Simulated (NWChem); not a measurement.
# CH4Si, singlet; SMILES C[SiH]

```xyz
6

Si     0.1293    -0.7706    -0.0004
H     -1.4153    -0.9400     0.0015
C      0.0459     1.1428    -0.0011
H      1.0371     1.6372    -0.0069
H     -0.5265     1.4937     0.8883
H     -0.5398     1.4972    -0.8803
```
Atoms are numbered in this order, from 1.

Program: NWChem. Low-valent species are run as closed-shell singlets; no triplet was tried in these runs. All runs use the structure optimised with PBE-D3(BJ)/def2-SVP. Level: B3LYP/def2-SVP with SMD (1 M gas to 1 M solution), gas-phase geometry. Reactions with the solvent are ignored.

Task: Predict the results for solvent methanol. Quantities: solvation free energy (kcal/mol); cavity-dispersion-structure term (kcal/mol); dipole in solution (D).

Result: 
| Quantity | Result |
|---|---|
| solvation free energy (kcal/mol) | -2.6 |
| cavity-dispersion-structure term (kcal/mol) | -0.3 |
| dipole in solution (D) | 1.43 |
